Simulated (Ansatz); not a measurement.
Basis-set extrapolation for AlH₈NOSi₂ (PBE0-D4/def2-TZVP geometry, frozen core, the Gaussian-basis code of Ansatz). Multiplicity 1, RHF reference.

|  | def2-TZVPP | def2-QZVPP |
| --- | --- | --- |
| HF | -953.926204 | -953.957524 |
| MP2 correlation | -0.792166 | -0.852354 |
| CCSD(T) correlation | -0.881945 | not run |

Energies in hartree. Use E(X) = E(∞) + A·exp(−7.88·√X) for Hartree–Fock and E(X) = E(∞) + B·X^(−2.97) for correlation, with X = 3 and 4, and add CCSD(T) minus MP2 of the smaller set to the MP2 limit.

Q: What is the CCSD(T) energy at the basis-set limit?

A: HF limit: -953.957524 + (-0.031320) × 0.13774 = -953.96184. MP2 limit: -0.852354 + (-0.060188) × 0.74074 = -0.89694. Higher-order term: -0.881945 − (-0.792166) = -0.08978. Total: -954.94856 hartree, 368.6 kJ/mol below CCSD(T)/def2-TZVPP.
